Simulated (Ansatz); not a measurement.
Cost and result for the atomization energy of C₈H₁₀O₂ (`COc1ccccc1OC`) (20 atoms, 20 bonds).

Z-matrix (Å, degrees):
```
C
O 1 1.404
H 1 1.096 2 111.6
H 1 1.089 2 106.2 3 -118.9
H 1 1.096 2 111.6 3 122.2
C 2 1.350 1 117.5 3 -61.1
C 6 1.384 2 124.9 1 0.0
C 6 1.410 2 115.7 1 -180.0
C 7 1.393 6 120.6 2 -180.0
H 7 1.082 6 120.0 2 0.0
C 8 1.384 6 119.5 2 180.0
O 8 1.350 6 115.7 2 -0.0
C 9 1.378 7 120.0 6 -0.0
H 9 1.083 7 119.5 6 -180.0
H 11 1.082 8 120.0 6 -180.0
C 12 1.404 8 117.5 6 -179.9
H 13 1.083 9 120.6 7 -180.0
H 16 1.089 12 106.2 8 179.9
H 16 1.096 12 111.6 8 -61.2
H 16 1.096 12 111.6 8 61.1
```

Total charge 0; spin multiplicity 1. All single points use the PBE0-D4/def2-TZVP geometry. It is one conformer, not always the lowest. Program: Ansatz. All runs use 4 threads of an AMD EPYC 7R13 on a shared host and a share of an NVIDIA H100 80 GB. Times are those of one run each, without the atoms' runs, and a repeat can differ threefold. Electronic energies, without spin–orbit coupling; frozen cores. CCSD(T)/CBS adds CCSD(T) − MP2 in def2-TZVPP to the MP2 limit, and its time is that of the two runs behind it. T1 = 0.012; the RHF reference is unstable towards UHF. B3LYP takes the VWN-RPA correlation (the form of Gaussian; ORCA's B3LYP/G).

CCSD(T)/CBS is a level of theory with its own doubt, some kJ/mol a heavy atom from the limit and from the frozen cores, so smaller differences don't rank the functionals.

| level | functions | wall time |
| --- | --- | --- |
| PBE0-D4/def2-TZVPP | 450 | 3.6 s |
| CCSD(T)/def2-SVP | 190 | 4.2 s |
| ωB97X-V/def2-TZVPP | 450 | 4.5 s |
| B3LYP-D4/def2-TZVPP (with forces) | 450 | 4.7 s |
| CAM-B3LYP-D4/def2-TZVPP | 450 | 4.8 s |
| PBE-D4/def2-TZVPP (with forces) | 450 | 5.5 s |
| revPBE-D4/def2-TZVPP | 450 | 6.5 s |
| BHLYP-D4/def2-TZVPP | 450 | 6.5 s |
| r2SCAN-D4/def2-TZVPP (with forces) | 450 | 7.5 s |
| B97M-V/def2-TZVPP | 450 | 8.5 s |
| MP2/def2-QZVPP | 870 | 9 s |
| CCSD(T)/def2-TZVPP | 450 | 40 s |
| CCSD(T)/CBS(def2) | – | 49 s |

What atomization energy does each give, and how far from CCSD(T)/CBS? (Estimate.)

Ansatz gave: 
| level | atomization (kJ/mol) | difference from CCSD(T)/CBS | per bond |
| --- | --- | --- | --- |
| PBE0-D4/def2-TZVPP | 9080.9 | 146.8 | 7.3 |
| CCSD(T)/def2-SVP | 8588.9 | -345.2 | -17.3 |
| ωB97X-V/def2-TZVPP | 8962.9 | 28.8 | 1.4 |
| B3LYP-D4/def2-TZVPP (with forces) | 8971.8 | 37.7 | 1.9 |
| CAM-B3LYP-D4/def2-TZVPP | 9005.4 | 71.3 | 3.6 |
| PBE-D4/def2-TZVPP (with forces) | 9286.0 | 351.9 | 17.6 |
| revPBE-D4/def2-TZVPP | 9039.1 | 105.0 | 5.2 |
| BHLYP-D4/def2-TZVPP | 8658.3 | -275.8 | -13.8 |
| r2SCAN-D4/def2-TZVPP (with forces) | 9024.7 | 90.6 | 4.5 |
| B97M-V/def2-TZVPP | 8989.4 | 55.3 | 2.8 |
| MP2/def2-QZVPP | 9089.2 | 155.1 | 7.8 |
| CCSD(T)/def2-TZVPP | 8717.9 | -216.2 | -10.8 |
| CCSD(T)/CBS(def2) | 8934.1 | 0.0 | 0.0 |

From BLYP to BHLYP (50 % exact exchange), in def2-TZVPP and without D4, the atomization energy moves by −276.1 kJ/mol: exact exchange takes away binding that semilocal exchange gives to molecules. Leaving LDA and LC-ωPBE aside and taking each functional with its dispersion term where it has one, the values spread over 627.8 kJ/mol, from BHLYP-D4 to PBE-D4. LDA lies +1212.5 kJ/mol from PBE without D4, its usual overbinding. At CCSD(T), def2-SVP lies −345.3 kJ/mol from the extrapolated value and def2-TZVPP −216.2 kJ/mol: correlation converges slowly with the basis, and small sets miss more of it in the bonded molecule than in its fragments.
